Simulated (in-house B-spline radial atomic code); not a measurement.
Ionisation energies with and without relativity, with size and susceptibility from the Dirac run. Dirac energy differences include first-order Breit, QED and recoil terms. NIST's values go from ground level to ground level; the uncertainty of those that are theory runs from under 0.1 % in few-electron ions to several per cent in heavy many-electron ones. Computed with a B-spline radial code for spherical atoms: non-relativistic Hartree-Fock and Dirac-Hartree-Fock, averages of the configuration (point nuclei without relativity, finite nuclei with it).

```tsv
ion	configuration	configuration after	ionisation non-relativistic (eV)	ionisation Dirac Breit and QED (eV)	tabulated value (eV)	tabulated kind	radius at density 0.001 (bohr)	diamagnetic susceptibility (10⁻⁶ cm³/mol)
Rb3+	[Ar] 3d10 4s2 4p4	[Ar] 3d10 4s2 4p3	52.38	52.51	52.2	semi-empirical	3.219	-17.324
Sr3+	[Ar] 3d10 4s2 4p5	[Ar] 3d10 4s2 4p4	56.07	56.22	56.28	semi-empirical	3.157	-17.683
Zr3+	[Kr] 4d1	[Ar] 3d10 4s2 4p6	33.77	33.34	34.41836	measured	3.242	-19.218
Nb3+	[Kr] 4d2	[Kr] 4d1	36.26	35.80	37.611	measured	3.288	-20.015
Mo3+	[Kr] 4d3	[Kr] 4d2	38.71	38.22	40.33	semi-empirical	3.279	-20.477
Tc3+	[Kr] 4d4	[Kr] 4d3	?	?	?	tabulated theory	?	?
Ru3+	[Kr] 4d5	[Kr] 4d4	?	?	?	tabulated theory	?	?
Rh3+	[Kr] 4d6	[Kr] 4d5	45.93	45.34	42	tabulated theory	3.149	-20.779
Pd3+	[Kr] 4d7	[Kr] 4d6	48.32	47.68	46	tabulated theory	3.096	-20.679
Ag3+	[Kr] 4d8	[Kr] 4d7	50.70	50.02	49	tabulated theory	3.043	-20.525
Cd3+	[Kr] 4d9	[Kr] 4d8	53.08	52.36	51	tabulated theory	2.99	-20.331
In3+	[Kr] 4d10	[Kr] 4d9	55.47	54.70	55.45	measured	2.939	-20.109
Sn3+	[Kr] 4d10 5s1	[Kr] 4d10	?	?	?	measured	?	?
Sb3+	[Kr] 4d10 5s2	[Kr] 4d10 5s1	40.15	41.62	43.804	measured	3.495	-23.979
Te3+	[Kr] 4d10 5s2 5p1	[Kr] 4d10 5s2	35.81	36.04	37.4155	measured	3.648	-26.229
I3+	[Kr] 4d10 5s2 5p2	[Kr] 4d10 5s2 5p1	38.47	38.73	40.357	measured	3.682	-27.873
Xe3+	[Kr] 4d10 5s2 5p3	[Kr] 4d10 5s2 5p2	41.17	41.46	42.2	measured	3.665	-29.072
```

Fill in the row of Tc3+.

ionisation non-relativistic (eV): 41.14; ionisation Dirac Breit and QED (eV): 40.61; tabulated value (eV): 41; radius at density 0.001 (bohr): 3.246; diamagnetic susceptibility (10⁻⁶ cm³/mol): -20.716.

Fill in the row of Ru3+.

ionisation non-relativistic (eV): 43.54; ionisation Dirac Breit and QED (eV): 42.98; tabulated value (eV): 45; radius at density 0.001 (bohr): 3.2; diamagnetic susceptibility (10⁻⁶ cm³/mol): -20.801.

Fill in the row of Sn3+.

ionisation non-relativistic (eV): 37.84; ionisation Dirac Breit and QED (eV): 39.25; tabulated value (eV): 40.74; radius at density 0.001 (bohr): 3.36; diamagnetic susceptibility (10⁻⁶ cm³/mol): -22.274.
